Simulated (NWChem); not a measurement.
System: SiH$_{4}$O$_{3}$; SMILES O[SiH](O)O

The following NWChem deck was run.

```
start job
memory heap 200 mb stack 900 mb global 1100 mb
geometry units angstroms noautoz
  Si     0.078014    -0.005280     0.481311
  O     -1.347435     0.197018    -0.344444
  O      0.581544    -1.522466     0.066011
  O      1.254850     1.076008     0.074761
  H     -0.122963     0.191193     1.935265
  H     -1.866809     0.979584    -0.140267
  H     -0.109626    -2.108952    -0.255503
  H      1.677772     0.936128    -0.778436
end
basis spherical
  Si library def2-svp
  O library def2-svp
  H library def2-svp
end
dft
  xc mn15-l
  iterations 150
  mulliken
end
task dft energy
```

Structure relaxed at the PBE0/def2-SVP level.

Give the results of this calculation. (MN15-L/def2-SVP.) Quantities: energy (Ha); highest occupied level (eV); orbital gap (eV); dipole (D).


```json
{
  "energy (Ha)": "-517.11",
  "highest occupied level (eV)": "-7.84",
  "orbital gap (eV)": "8.89",
  "dipole (D)": "1.80"
}
```
